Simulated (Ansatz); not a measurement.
Relaxation of (H2Ga-mu-NH2)3 (Ga₃N₃H₁₂) with RKS B3LYP-D4/def2-SVP.

```sh
$ ansatz run in.yaml --threads 2 --pin off --events-out ev --progress --plain --max-ram 22528MiB --backend cuda --devices 0, --max-vram 18GiB
```

```yaml
crystal:
  periodic: [false, false, false]
  atoms:
    - {symbol: Ga, position_ang: [1.909940, -0.519710, -0.482580]}
    - {symbol: H, position_ang: [2.188680, -1.594820, -1.559440]}
    - {symbol: H, position_ang: [3.059910, 0.197600, 0.260060]}
    - {symbol: N, position_ang: [0.725660, 0.848770, -1.346490]}
    - {symbol: Ga, position_ang: [-0.371780, 1.898240, -0.059320]}
    - {symbol: H, position_ang: [0.452820, 2.281930, 1.187780]}
    - {symbol: H, position_ang: [-1.137570, 2.962750, -0.886360]}
    - {symbol: N, position_ang: [-1.725560, 0.511520, 0.504400]}
    - {symbol: Ga, position_ang: [-1.201860, -1.430640, 0.432370]}
    - {symbol: H, position_ang: [-1.927410, -2.133060, 1.608890]}
    - {symbol: H, position_ang: [-1.372030, -1.920310, -1.021830]}
    - {symbol: N, position_ang: [0.723490, -1.314530, 0.929760]}
    - {symbol: H, position_ang: [1.289330, 1.472050, -1.932930]}
    - {symbol: H, position_ang: [0.095420, 0.366680, -1.997930]}
    - {symbol: H, position_ang: [-2.567480, 0.635370, -0.067970]}
    - {symbol: H, position_ang: [-2.027010, 0.728240, 1.460450]}
    - {symbol: H, position_ang: [0.806460, -0.749870, 1.782990]}
    - {symbol: H, position_ang: [1.078970, -2.240220, 1.188150]}
basis:
  gaussian: {orbitals: def2-SVP}
hamiltonian: {xc: {name: B3LYP}, dispersion: d4}
scf: {lower_state_search: "off"}
output: {orbitals: {seedname: orbitals}}
relax: {f_tol: 0.02, max_steps: 100}
```

Hardware: 2 threads of AMD EPYC 7R13 on a shared host and a share (18 GiB) of an NVIDIA H100 80GB HBM3. Wall time 11 s, peak host memory 1.1 GiB.

Positions (Å) and forces (eV/Å) at steps 1, 2, 3, 4, 5, 7 of 7:

```xyz
18
step=1 energy=-161784.9557 eV
Ga    1.910   -0.520   -0.483    0.265   -0.100   -0.085
H     2.189   -1.595   -1.559    0.010   -0.401   -0.264
H     3.060    0.198    0.260    0.296    0.326    0.200
N     0.726    0.849   -1.346   -0.161   -0.273   -0.066
Ga   -0.372    1.898   -0.059   -0.274    0.190   -0.085
H     0.453    2.282    1.188    0.306   -0.027    0.378
H    -1.138    2.963   -0.886   -0.249    0.314   -0.235
N    -1.726    0.512    0.504   -0.038    0.046    0.018
Ga   -1.202   -1.431    0.432   -0.236   -0.067    0.243
H    -1.927   -2.133    1.609   -0.229   -0.204    0.351
H    -1.372   -1.920   -1.022    0.068   -0.042   -0.490
N     0.723   -1.315    0.930    0.064    0.280    0.107
H     1.289    1.472   -1.933   -0.041   -0.043    0.114
H     0.095    0.367   -1.998    0.123    0.091    0.009
H    -2.567    0.635   -0.068    0.093   -0.022    0.074
H    -2.027    0.728    1.460    0.027   -0.015   -0.122
H     0.806   -0.750    1.783    0.036   -0.129   -0.076
H     1.079   -2.240    1.188   -0.057    0.076   -0.072
18
step=2 energy=-161785.0561 eV
Ga    1.977   -0.542   -0.502   -0.111    0.029    0.026
H     2.215   -1.682   -1.560    0.013   -0.028   -0.008
H     3.115    0.251    0.236    0.043    0.021   -0.004
N     0.718    0.819   -1.300    0.040   -0.006   -0.218
Ga   -0.404    1.935   -0.065    0.007   -0.091    0.079
H     0.464    2.250    1.205    0.044    0.046    0.072
H    -1.188    3.014   -0.903    0.002    0.015   -0.026
N    -1.726    0.512    0.502   -0.142    0.051    0.045
Ga   -1.238   -1.447    0.457    0.020    0.069   -0.081
H    -1.977   -2.160    1.652    0.005   -0.019    0.019
H    -1.349   -1.888   -1.046   -0.024   -0.044   -0.080
N     0.715   -1.280    0.892    0.118   -0.050    0.168
H     1.285    1.453   -1.868   -0.011    0.030   -0.043
H     0.109    0.344   -1.973    0.035    0.028    0.009
H    -2.568    0.628   -0.068   -0.023   -0.009    0.029
H    -2.029    0.737    1.453   -0.027    0.022   -0.016
H     0.821   -0.732    1.751    0.012   -0.037   -0.019
H     1.059   -2.212    1.138   -0.003   -0.027    0.049
18
step=3 energy=-161785.0678 eV
Ga    1.968   -0.540   -0.500   -0.014    0.000   -0.001
H     2.211   -1.687   -1.553   -0.004   -0.012    0.010
H     3.116    0.256    0.226    0.002    0.011   -0.012
N     0.722    0.825   -1.320    0.000   -0.051   -0.052
Ga   -0.401    1.925   -0.060   -0.011   -0.007    0.029
H     0.468    2.252    1.213    0.004   -0.012    0.000
H    -1.179    3.007   -0.904    0.005    0.011   -0.003
N    -1.743    0.517    0.508   -0.022    0.012    0.007
Ga   -1.233   -1.441    0.452   -0.012    0.007   -0.022
H    -1.967   -2.161    1.648    0.000   -0.013   -0.002
H    -1.350   -1.890   -1.055    0.010    0.010   -0.003
N     0.724   -1.289    0.909    0.047    0.040    0.042
H     1.289    1.465   -1.883   -0.004    0.013    0.008
H     0.116    0.355   -1.998    0.010    0.016    0.007
H    -2.585    0.630   -0.063    0.002   -0.004    0.002
H    -2.048    0.744    1.458    0.001    0.002   -0.005
H     0.831   -0.745    1.770   -0.003   -0.014   -0.006
H     1.062   -2.224    1.154   -0.011   -0.006   -0.001
18
step=4 energy=-161785.0712 eV
Ga    1.965   -0.548   -0.508   -0.047    0.012    0.000
H     2.184   -1.731   -1.523    0.002   -0.010   -0.005
H     3.124    0.271    0.172    0.015    0.004    0.003
N     0.711    0.809   -1.334    0.049    0.074   -0.107
Ga   -0.391    1.904   -0.043   -0.019   -0.026   -0.034
H     0.490    2.174    1.233    0.019    0.001    0.024
H    -1.139    3.028   -0.859    0.000    0.002    0.003
N    -1.757    0.512    0.509   -0.020   -0.021   -0.187
Ga   -1.225   -1.440    0.430    0.025    0.023    0.009
H    -1.965   -2.203    1.596   -0.001    0.001    0.000
H    -1.306   -1.862   -1.086    0.010    0.009   -0.004
N     0.723   -1.248    0.930    0.066   -0.215    0.010
H     1.267    1.461   -1.900   -0.056   -0.085    0.094
H     0.098    0.344   -2.010    0.003   -0.001    0.028
H    -2.603    0.633   -0.058    0.084   -0.013    0.055
H    -2.051    0.733    1.460   -0.060    0.028    0.130
H     0.808   -0.665    1.766    0.003    0.039    0.051
H     1.067   -2.171    1.225   -0.071    0.178   -0.068
18
step=5 energy=-161785.0730 eV
Ga    1.960   -0.548   -0.509   -0.009   -0.005   -0.004
H     2.175   -1.738   -1.518   -0.001   -0.002   -0.003
H     3.127    0.270    0.161    0.001    0.003   -0.001
N     0.706    0.807   -1.336    0.007    0.030   -0.043
Ga   -0.392    1.902   -0.042   -0.001   -0.005   -0.008
H     0.494    2.161    1.235    0.004    0.001    0.004
H    -1.136    3.032   -0.852    0.002   -0.002    0.005
N    -1.761    0.513    0.508    0.000   -0.007   -0.058
Ga   -1.220   -1.436    0.431    0.016    0.003    0.003
H    -1.964   -2.205    1.590    0.000    0.002   -0.008
H    -1.286   -1.846   -1.089   -0.003   -0.002    0.000
N     0.726   -1.246    0.937    0.020   -0.062    0.026
H     1.262    1.456   -1.900   -0.013   -0.029    0.042
H     0.092    0.342   -2.011   -0.002   -0.009    0.018
H    -2.601    0.630   -0.065    0.027   -0.007    0.018
H    -2.065    0.735    1.458   -0.021    0.011    0.035
H     0.813   -0.663    1.773    0.000    0.013    0.007
H     1.068   -2.167    1.229   -0.026    0.066   -0.033
18
step=7 energy=-161785.0738 eV
Ga    1.954   -0.553   -0.517    0.002   -0.005    0.000
H     2.146   -1.751   -1.520    0.001    0.001   -0.001
H     3.135    0.264    0.130   -0.002    0.000   -0.001
N     0.699    0.806   -1.335   -0.001    0.000    0.017
Ga   -0.386    1.897   -0.027   -0.001    0.000    0.002
H     0.501    2.128    1.256   -0.001    0.000    0.000
H    -1.117    3.050   -0.818    0.001   -0.001    0.001
N    -1.765    0.510    0.494   -0.006    0.001    0.009
Ga   -1.211   -1.436    0.433    0.001   -0.001    0.003
H    -1.959   -2.207    1.588   -0.001    0.001    0.001
H    -1.264   -1.854   -1.086   -0.004   -0.001   -0.001
N     0.731   -1.229    0.946   -0.005    0.014   -0.006
H     1.256    1.454   -1.898    0.002    0.005   -0.012
H     0.079    0.342   -2.005    0.001    0.001   -0.006
H    -2.590    0.620   -0.101   -0.001    0.002   -0.002
H    -2.098    0.734    1.436    0.004   -0.003   -0.012
H     0.814   -0.630    1.772    0.002   -0.005   -0.001
H     1.075   -2.143    1.250    0.006   -0.009    0.009
```
